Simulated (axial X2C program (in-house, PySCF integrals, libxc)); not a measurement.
**Low determinants of TaS at the PBE0 level, two-component**

Calculated with an in-house relativistic program for diatomic molecules. Two-component (2c) means X2C with spin–orbit coupling and atomic mean-field two-electron Coulomb and Gaunt terms. Basis: Ta dyall-cv3z [13s14p9d7f4g], S dyall-av3z [9s8p3d2f] (cores contracted in-house); Gaussian nuclei, density fitting, unrestricted open shells. Masses: Ta 180.948 u, S 31.972 u.

Search at 2.129 Å (vertical energies from the lowest determinant):

| ΔE (eV) | state | electrons beyond evenly filled partner blocks | electrons in ±ω = 1/2, 3/2, 5/2, 7/2 |
| --- | --- | --- | --- |
| 0.00 | Ω = 3/2 | ω = 3/2 | 54 25 8 2 |
| 0.05 | Ω = 3/2 | ω = 1/2, ω = -3/2, ω = 5/2 | 53 25 9 2 |
| 0.47 | Ω = 5/2 | ω = 5/2 | 54 24 9 2 |
| 0.83 | Ω = 1/2 | ω = 1/2 | 53 26 8 2 |
| 1.10 | Ω = 1/2 | ω = 1/2 | 55 24 8 2 |
| 1.16 | Ω = 1/2 | 2 × ω = -1/2, ω = 3/2 | 54 25 8 2 |
| 1.18 | Ω = 9/2 | ω = 1/2, ω = 3/2, ω = 5/2 | 53 25 9 2 |

Lowest determinant, Ω = 3/2 (⟨Sz⟩ = -0.48, ⟨Lz⟩ = 1.98 at PBE0): Re = 2.099 Å, ωe = 570.2 cm⁻¹.

The determinant in row 2 of the search, Ω = 3/2 (⟨Sz⟩ = 1.49, ⟨Lz⟩ = 0.01 at PBE0), was followed along the bond at PBE0; measured from the minimum of the lowest determinant it gives:

Te = 0.067 eV (539 cm⁻¹), Re = 2.126 Å, ωe = 542.0 cm⁻¹.

**Question.** Compare the bond of the determinant in row 2 with that of the lowest one.

**Answer.** At PBE0 its Re is 0.027 Å longer and its force constant, which goes as ωe², is 0.90 times that of the lowest determinant. T0 ≈ Te + Δωe/2 = 539 + (-14) = 525 cm⁻¹.

The search compares states at one distance, so a state with another bond length can lie lower; it is not exhaustive and yields mostly the lowest determinant of each block pattern, so other components and higher states of one pattern are missing. These are energies of single determinants, not of spin-adapted states; PBE0 term energies can be off by some tenths of an eV, and the functional has no current term. The lowest determinant need not be the ground state where others lie within half an eV. Some points of a curve did not converge.
